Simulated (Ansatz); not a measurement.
Gas-phase electronic energies from Ansatz, PBE0-D4/def2-TZVP geometries. CBS: MP2 limit from def2 TZ/QZ plus the TZ coupled-cluster correction, frozen cores. This one scheme is used for every species. Double bonds are as drawn, so ΔE can hold a change between cis and trans. Functionals use def2-TZVPP. B3LYP here is the variant with VWN-RPA as its local correlation; programs differ in this. Each species was taken in one conformer, which may not be the lowest.

Consider the hydrogenolysis of a C–Si bond: `O/C([SiH3])=C\Cl` + H₂ → `O/C=C\Cl` + SiH₄.

```json
{"level": "PBE-D4", "ΔE (kJ/mol)": "-17.5", "difference from CCSD(T)/CBS": "2.6"}
{"level": "r2SCAN-D4", "ΔE (kJ/mol)": "-18.9", "difference from CCSD(T)/CBS": "1.2"}
{"level": "PBE0-D4", "ΔE (kJ/mol)": "-22.7", "difference from CCSD(T)/CBS": "-2.6"}
{"level": "B3LYP-D4", "ΔE (kJ/mol)": "-22.2", "difference from CCSD(T)/CBS": "-2.1"}
{"level": "ωB97X-V", "ΔE (kJ/mol)": "-25.3", "difference from CCSD(T)/CBS": "-5.2"}
{"level": "ωB97M-V", "ΔE (kJ/mol)": "-23.1", "difference from CCSD(T)/CBS": "-3.0"}
{"level": "B2PLYP", "ΔE (kJ/mol)": "-27.1", "difference from CCSD(T)/CBS": "-7.0"}
{"level": "PBE", "ΔE (kJ/mol)": "-24.4", "difference from CCSD(T)/CBS": "-4.3"}
{"level": "r2SCAN", "ΔE (kJ/mol)": "-20.8", "difference from CCSD(T)/CBS": "-0.7"}
{"level": "PBE0", "ΔE (kJ/mol)": "-28.8", "difference from CCSD(T)/CBS": "-8.7"}
{"level": "B3LYP", "ΔE (kJ/mol)": "-33.2", "difference from CCSD(T)/CBS": "-13.1"}
{"level": "HF/def2-TZVPP", "ΔE (kJ/mol)": "-49.8", "difference from CCSD(T)/CBS": "-29.7"}
{"level": "MP2/def2-TZVPP", "ΔE (kJ/mol)": "-16.2", "difference from CCSD(T)/CBS": "3.9"}
{"level": "SCS-MP2/def2-TZVPP", "ΔE (kJ/mol)": "-23.1", "difference from CCSD(T)/CBS": "-3.0"}
{"level": "CCSD/def2-TZVPP", "ΔE (kJ/mol)": "-29.3", "difference from CCSD(T)/CBS": "-9.2"}
{"level": "CCSD(T)/def2-TZVPP", "ΔE (kJ/mol)": "-23.4", "difference from CCSD(T)/CBS": "-3.3"}
{"level": "HF/def2-QZVPP", "ΔE (kJ/mol)": "-49.6", "difference from CCSD(T)/CBS": "-29.5"}
{"level": "MP2/def2-QZVPP", "ΔE (kJ/mol)": "-14.2", "difference from CCSD(T)/CBS": "5.9"}
{"level": "SCS-MP2/def2-QZVPP", "ΔE (kJ/mol)": "-21.2", "difference from CCSD(T)/CBS": "-1.1"}
{"level": "HF/CBS(def2)", "ΔE (kJ/mol)": "-49.6", "difference from CCSD(T)/CBS": "-29.5"}
{"level": "MP2/CBS(def2)", "ΔE (kJ/mol)": "-12.9", "difference from CCSD(T)/CBS": "7.2"}
{"level": "CCSD/CBS(def2)", "ΔE (kJ/mol)": "-26.0", "difference from CCSD(T)/CBS": "-5.9"}
{"level": "CCSD(T)/CBS", "ΔE (kJ/mol)": "-20.1", "difference from CCSD(T)/CBS": "0"}
```

Largest T1 diagnostic among the species: 0.013.

In def2-TZVPP, CCSD(T) changes the Hartree–Fock value by +26.4 kJ/mol (the triples alone add +5.9 kJ/mol) and MP2 by +33.6 kJ/mol. The D4 term adds +11.0 kJ/mol with B3LYP and +6.1 kJ/mol with PBE0; it sums over pairs of atoms, weighted by their polarisabilities, and B3LYP, whose exchange is more repulsive, gets the larger term.
